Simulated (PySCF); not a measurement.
# Run times: silver in x2c-TZVPall

Measured wall times of calculations with PySCF 2.14 in x2c-TZVPall (8s6p6d1f, 63 functions), with scalar relativity by spin-free X2C-1e, run from one Python driver. Hardware: 1 thread of Neoverse-V2 on a shared host, 1.3 GiB allowed. The two-electron integrals over 63 functions were computed once and kept in memory (1.2 CPU seconds with the set-up); the times below exclude them. Kohn-Sham runs start from converged Hartree-Fock orbitals.

Launch command (the driver calls PySCF for each step listed in the task file):

```bash
OMP_NUM_THREADS=1 python atomrun2.py TASK.json OUT
```

| species | step | iterations | wall time (s) |
| --- | --- | --- | --- |
| Ag²⁺ [Kr] 4d9 | UHF | 8 | 0.39 |
| Ag²⁺ [Kr] 4d9 | LDA | 6 | 0.77 |
| Ag²⁺ [Kr] 4d9 | MN15 | 8 | 3.9 |
| Ag²⁺ [Kr] 4d9 | MP2 (9 electrons) |  | 0.1 |
| Ag³⁺ [Kr] 4d8 | UHF | 6 | 0.31 |
| Ag³⁺ [Kr] 4d8 | LDA | 6 | 0.77 |
| Ag³⁺ [Kr] 4d8 | MN15 | 6 | 3 |
| Ag³⁺ [Kr] 4d8 | MP2 (8 electrons) |  | 0.1 |

Peak memory of the process: 0.26 GiB. Times on a shared host vary from run to run.
